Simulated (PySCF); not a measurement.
Coordinates in bohr (charge 0 multiplicity 1):
```
Mn   -0.1125    0.0000   -0.0795
O    -2.4467    0.0000    1.6360
O    -0.0666    2.3802   -1.7301
O    -0.0666   -2.3802   -1.7301
F     2.4974    0.0000    1.7658
```

Level of theory: PBE0 in PySCF with Mn def2-SVP, O def2-SVP, F def2-SVP; no relativity; density-fitted integrals.

This geometry of MnO₃F is a stationary point at this level.

Task: What is the point group?

Result: C3v.

Task: Is it a minimum?

Result: Yes: all harmonic wavenumbers are real.

Task: What are the dipole moment and the gap between the highest occupied and lowest empty levels?

Result: 0.34 D and 4.69 eV.

Task: Give the atomic charges and bond orders.

Result: 
| atom | Mulliken | Löwdin | polar tensor | Mayer order to Mn1 |
| --- | --- | --- | --- | --- |
| Mn1 | 1.20 | 0.35 | 1.73 | – |
| O2,3,4 | -0.29 | -0.06 | -0.42 | 1.74 |
| F5 | -0.32 | -0.17 | -0.45 | 0.85 |

Task: Give the ideal-gas entropy at 298.15 K and 1 bar by parts.

Result: translation 168.8, rotation 98.1, vibration 24.1, spin 0.0; total 291.0 J/(mol K).

Stability towards spin polarisation was not tested. Other isomers or separated fragments may lie lower.
